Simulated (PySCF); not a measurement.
## Shapes and spin states of ReS₂

Computed with B3LYP in PySCF with Re def2-SVP with ECP60, S def2-SVP; scalar-relativistic core potentials, no spin–orbit coupling; density-fitted integrals.

Relaxations began from a few typed shapes and spin states; open shells are unrestricted. The search is not exhaustive: other isomers or separated fragments can lie lower, and high-lying points may rest on an excited occupation.

Q: Which is the lowest minimum found?
A. broken-symmetry Ms = 1/2 (⟨S²⟩ 1.76) D∞h: Re–S 2.168 Å (×2); S–Re–S 180.0°
B. quartet C2v: Re–S 2.129 Å (×2); S–Re–S 127.8°
C. quartet D∞h: Re–S 2.174 Å (×2); S–Re–S 180.0°
D. quartet C2v: Re–S 2.299 Å (×2), S–S 2.116 Å; Re–S–S 62.6° (×2), S–Re–S 54.8°
E. doublet C2v: Re–S 2.249 Å (×2), S–S 2.084 Å; Re–S–S 62.4° (×2), S–Re–S 55.2°

A: B. The others lie at 43.8 (quartet D∞h, a saddle point), 110.6 (broken-symmetry Ms = 1/2 D∞h, a saddle point), 232.1 (quartet C2v), 274.0 (doublet C2v) kJ/mol above it.

Formally Re is in oxidation state +4, d3, with 3 unpaired electrons (the high-spin count). The Mulliken spin on Re is 2.98. The polar-tensor charge on Re, 0.84, is far below the formal one.

For the lowest minimum: other spin states or occupations of the open shell can lie lower. No spin–orbit coupling is included, which matters more the heavier the element.

The electron or spin density has lower symmetry than the nuclear frame for the broken-symmetry Ms = 1/2 (⟨S²⟩ 1.76) D∞h at 110.6 kJ/mol.
